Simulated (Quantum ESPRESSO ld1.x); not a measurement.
The numbers below are computed, except where a source is named.
Problem. Species: the niobium ion Nb4+. Configuration: [Ar] 3d10 4s2 4p5.5 4d1 5s0.5 (fractional occupations, a model configuration). Level of theory: scalar-relativistic Kohn-Sham, LDA (Slater exchange, Perdew-Wang correlation), spin-polarised, spherical densities, point nucleus; open shells are filled with parallel spins first (ld1.x of Quantum ESPRESSO 7.5). Some entries of the table are withheld. Estimate them.

orbital,occ.,eigenvalue (eV),r(max) (bohr)
1s up,1,-18833.5,0.02352
1s down,1,-18833.4,0.02352
2s up,1,-2679.71,0.1334
2s down,1,-2679.49,0.1334
2p up,3,-2400.15,0.1065
2p down,3,-2399.94,0.1065
3s up,1,-489.125,0.3959
3s down,1,-488.887,0.3960
3p up,3,-397.756,0.3894
3p down,3,-397.496,0.3894
3d up,5,-247.955,0.3335
3d down,5,-247.648,0.3336
4s up,1,-107.348,(1)
4s down,1,-105.958,(2)
4p up,3,-82.5048,(3)
4p down,2.5,-81.0521,(4)
4d up,1,-46.6739,1.335
4d down,0,-45.1432,1.332
5s up,0.5,-37.2178,(5)
5s down,0,-35.8690,(6)

Solution. 
(1) 4s up r(max) (bohr): 1.020
(2) 4s down r(max) (bohr): 1.018
(3) 4p up r(max) (bohr): 1.101
(4) 4p down r(max) (bohr): 1.099
(5) 5s up r(max) (bohr): 2.399
(6) 5s down r(max) (bohr): 2.409
